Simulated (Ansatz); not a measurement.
Relaxation of F3GeH (5 atoms, charge 0, multiplicity 1), to a largest force component of 0.03 eV/Å in at most 50 steps.

Method: RKS PBE0/def2-SVP in Ansatz 0.2.0.

```xyz
5
Properties=species:S:1:pos:R:3
Ge -0.746 0.000 0.212
H 1.612 0.000 1.637
F 2.058 0.000 0.829
F -0.865 1.328 -0.917
F -0.865 -1.328 -0.917
```

Where does it end, and by what steps?

The forces met the threshold. The force dipped under the threshold on the way, but the program's further checks kept it going. After 28 steps the energy has fallen by 0.426 eV; H2 moved furthest, 1.19 Å.

```tsv
step	energy less start (eV)	largest force component (eV/Å)	accepted
0	0.0000	0.199	yes
1	0.0542	3.068	no
2	-0.0277	0.716	yes
3	-0.0524	1.149	yes
4	-0.0855	1.144	yes
5	-0.1187	0.498	yes
6	-0.1056	0.941	no
7	-0.1217	0.062	yes
8	-0.1220	0.033	yes
9	-0.1223	0.025	yes
10	-0.1223	0.105	yes
11	-0.1224	0.177	yes
12	-0.1229	0.193	yes
13	-0.1339	0.161	yes
14	-0.1343	0.117	yes
15	0.1005	3.237	no
16	-0.1435	0.235	yes
17	-0.1576	0.243	yes
18	-0.1590	1.459	yes
19	-0.2151	0.703	yes
20	-0.2633	0.810	yes
21	-0.2674	2.380	yes
22	-0.3354	0.840	yes
23	-0.2846	1.931	no
24	-0.4020	0.509	yes
25	-0.4155	0.186	yes
26	-0.4252	0.118	yes
27	-0.4258	0.037	yes
28	-0.4259	0.018	yes
```

```xyz
5
Properties=species:S:1:pos:R:3
Ge -0.921 0.199 0.341
H 1.288 -0.486 0.596
F 1.268 0.295 1.138
F -0.490 1.223 -1.007
F 0.048 -1.232 -0.224
```

Whether the end is a true minimum wasn't checked by a vibrational analysis.

Time of the run: 35 s on 2 threads of Arm Neoverse V2, on a shared host, peak memory 0.15 GiB.
